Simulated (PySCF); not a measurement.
# Nb (niobium, neutral) across methods

[Kr] 4d3 5s1 5p1, one real determinant (an excited configuration). Computed with PySCF 2.14 in x2c-QZVPPall (13s8p7d3f2g, 111 functions), with scalar relativity by spin-free X2C-1e.

```tsv
method	E (hartree)	mean ε 4d α (eV)	mean ε 5s α (eV)	mean ε 5p α (eV)	Σ⟨r²⟩ (bohr²)	⟨S²⟩
TPSSh	-3819.15	-7.196	-6.129	-2.646	70.58	8.751
TPSS	-3819.14	-6.656	-5.872	-2.440	70.68	8.751
PBE0	-3818.98	-7.970	-6.674	-3.046	70.51	8.751
PBE	-3818.90	-6.377	-5.874	-2.434	70.85	8.751
UHF	-3817.22324	-11.548	-8.657	-4.764	71.29	8.755
```

(1) Estimate the same row for r2SCAN.

⟨L²⟩ = 13.95 against 20 for a pure G term, so this real determinant mixes terms.

Answers

(1) E (hartree) = -3819.30; mean ε 4d α (eV) = -7.019; mean ε 5s α (eV) = -6.141; mean ε 5p α (eV) = -2.522; Σ⟨r²⟩ (bohr²) = 70.19; ⟨S²⟩ = 8.752.
